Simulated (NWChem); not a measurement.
All runs are NWChem calculations. System: CdTe, charge 0, spin multiplicity 1, at a geometry optimised with B3LYP/def2-SVP with def2 effective core potentials on Cd, Te. The structure started from a generated list of species. Level: EOM-CCSD/def2-SVPD with def2 effective core potentials on Cd, Te, 8 core orbitals frozen.

Job file:

```
start mol
memory heap 100 mb stack 700 mb global 1900 mb
geometry units angstroms nocenter noautoz
  Cd     0.000000     0.000000     1.347533
  Te     0.000000     0.000000    -1.243876
  symmetry group C2v
end
basis spherical
  * library def2-svpd
end
ecp
  Cd library def2-ecp
  Te library def2-ecp
end
scf
  rhf
  nopen 0
  maxiter 100
  thresh 1e-7
  semidirect memsize 60000000 filesize 0
end
tce
  freeze core 8
  ccsd
  nroots 1
  2eorb
  2emet 13
  thresh 1e-5
  maxiter 200
  tilesize 24
end
task tce energy
```

Output (cleaned and shortened):

```
             Northwest Computational Chemistry Package (NWChem) 7.3.0
             --------------------------------------------------------

                                NWChem Input Module
                                -------------------

 Scaling coordinates for geometry "geometry" by  1.889725989
 (inverse scale =  0.529177249)

 Turning off AUTOSYM since
 SYMMETRY directive was detected!

                             Geometry "geometry" -> ""
                             -------------------------

 Output coordinates in angstroms (scale by  1.889725989 to convert to a.u.)

  No.       Tag          Charge          X              Y              Z
 ---- ---------------- ---------- -------------- -------------- --------------
    1 Cd                  48.0000     0.00000000     0.00000000     1.34753300
    2 Te                  52.0000     0.00000000     0.00000000    -1.24387600

 Effective nuclear repulsion energy (a.u.)     509.6943066506

            Nuclear Dipole moment (a.u.)
            ----------------------------
        X                 Y               Z
 ---------------- ---------------- ----------------
     0.0000000000     0.0000000000     0.0000604712

      Symmetry information
      --------------------

 Group name             C2v
 Group number             16
 Group order               4
 No. of unique centers     2

      Symmetry unique atoms

     1    2


 Summary of "ao basis" -> "" (spherical)
 ------------------------------------------------------------------------------
       Tag                 Description            Shells   Functions and Types
 ---------------- ------------------------------  ------  ---------------------
 *                         def2-svpd                  on all atoms

 Summary of "ao basis" -> "ao basis" (spherical)
 ------------------------------------------------------------------------------
       Tag                 Description            Shells   Functions and Types
 ---------------- ------------------------------  ------  ---------------------
 Cd                        def2-svpd                12       34   5s4p2d1f
[...]
   0.0300630905813   0.0195534079701    0.53208     0.5     0.5

 Iteration   4 using   15 trial vectors
   0.0100238686251   0.0192047332576    0.52259     0.6     0.6

 Iteration   5 using   16 trial vectors
   0.0033114077913   0.0189633598563    0.51602     0.6     0.6

 Iteration   6 using   17 trial vectors
   0.0010287150642   0.0189806764279    0.51649     0.5     0.5

 Iteration   7 using   18 trial vectors
   0.0003559119376   0.0189643942237    0.51605     0.5     0.5

 Iteration   8 using   19 trial vectors
   0.0001084668889   0.0189688515374    0.51617     0.6     0.6

 Iteration   9 using   20 trial vectors
   0.0000309877296   0.0189685584565    0.51616     0.6     0.6

 Iteration  10 using   21 trial vectors
   0.0000108053718   0.0189686257136    0.51616     0.6     0.6

 Iteration  11 using   22 trial vectors
   0.0000032758061   0.0189686093443    0.51616     0.5     0.5
 --------------------------------------------------------------
 Iterations converged
 ------------------

 Excited state root  1
 Excitation energy / hartree =        0.018968609344319
                   / eV      =        0.516162342334438
 largest EOMCCSD amplitudes: R1 and R2

 Singles contributions
    23a1  (alpha) ---    22b1  (alpha)        0.8918099791
    30a1  (alpha) ---    22b1  (alpha)       -0.1448019723

 Doubles contributions
    23a1  (alpha)    23a1  (beta ) ---    20a1  (alpha)    22b1  (beta )       -0.1924741550
    23a1  (alpha)    23a1  (beta ) ---    22b1  (alpha)    20a1  (beta )       -0.1924741550

 =========================================
 Excited-state calculation ( b2  symmetry)
 =========================================
 Dim. of EOMCC iter. space      500

 EOMCCSD SOLVER TYPE  1
  maxdiff =   0.22249490150754592

 No. of initial right vectors   12

 EOM-CCSD right-hand side iterations
 --------------------------------------------------------------
      Residuum       Omega / hartree  Omega / eV    Cpu    Wall
 --------------------------------------------------------------

 Iteration   1 using   12 trial vectors
   0.3625927489679   0.0789944187979    2.14955     6.4     6.4

 Iteration   2 using   13 trial vectors
   0.0772583603915   0.0232454971285    0.63254     0.5     0.5

 Iteration   3 using   14 trial vectors
   0.0300630905813   0.0195534079701    0.53208     0.5     0.5

 Iteration   4 using   15 trial vectors
   0.0100238686251   0.0192047332576    0.52259     0.4     0.4

 Iteration   5 using   16 trial vectors
   0.0033114077913   0.0189633598563    0.51602     0.5     0.5

 Iteration   6 using   17 trial vectors
   0.0010287150642   0.0189806764279    0.51649     0.5     0.5

 Iteration   7 using   18 trial vectors
   0.0003559119376   0.0189643942237    0.51605     0.4     0.4

 Iteration   8 using   19 trial vectors
   0.0001084668889   0.0189688515374    0.51617     0.5     0.5

 Iteration   9 using   20 trial vectors
   0.0000309877296   0.0189685584566    0.51616     0.5     0.5

 Iteration  10 using   21 trial vectors
   0.0000108053718   0.0189686257136    0.51616     0.4     0.4

 Iteration  11 using   22 trial vectors
   0.0000032758061   0.0189686093443    0.51616     0.5     0.5
 --------------------------------------------------------------
 Iterations converged
 ------------------

 Excited state root  1
 Excitation energy / hartree =        0.018968609344332
                   / eV      =        0.516162342334780
 largest EOMCCSD amplitudes: R1 and R2

 Singles contributions
    23a1  (alpha) ---    21b2  (alpha)        0.8918099791
    30a1  (alpha) ---    21b2  (alpha)       -0.1448019723

 Doubles contributions
    23a1  (alpha)    23a1  (beta ) ---    20a1  (alpha)    21b2  (beta )       -0.1924741550
    23a1  (alpha)    23a1  (beta ) ---    21b2  (alpha)    20a1  (beta )       -0.1924741550

 Task  times  cpu:       56.8s     wall:       56.8s

 Total times  cpu:       56.9s     wall:       56.9s
```
